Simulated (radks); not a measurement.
Results of a calculation; reference values are marked as such.
Orbital eigenvalues (eV) of the technetium ion Tc+, [Kr] 4d5 5s1, at several levels of relativity; Dirac values are averaged over j with weights 2j + 1. Spin-unpolarised spherical Kohn-Sham, BLYP, point nucleus unless stated (finite: rms radius 4.4112 fm), a radial shooting solver on a logarithmic mesh with Libxc functionals. A level marked "c x" has the speed of light scaled by that factor and shares open shells by 2j + 1; other Dirac levels either fill j = l - 1/2 first or share by 2j + 1.

shell,non-rel.,scalar-rel.,"Dirac, 2j+1 shares","Dirac, low j first","change of magnitude, last against first (%)"
1s,-20331,-20880,-20870,-20869,+2.65
2s,-2856.2,-2985.4,-2983.3,-2983.1,+4.44
2p,-2638.0,-2673.0,-2672.9,-2672.7,+1.32
3s,-501.66,-525.88,-525.54,-525.37,+4.73
3p,-416.91,-423.35,-423.43,-423.26,+1.52
3d,-261.20,-257.35,-257.16,-256.99,-1.61
4s,-76.710,-80.817,-80.777,-80.655,+5.14
4p,-51.936,-52.764,-52.797,-52.686,+1.44
4d,-14.377,-13.960,-13.959,-13.885,-3.42
5s,-11.000,-11.432,-11.430,-11.409,+3.71
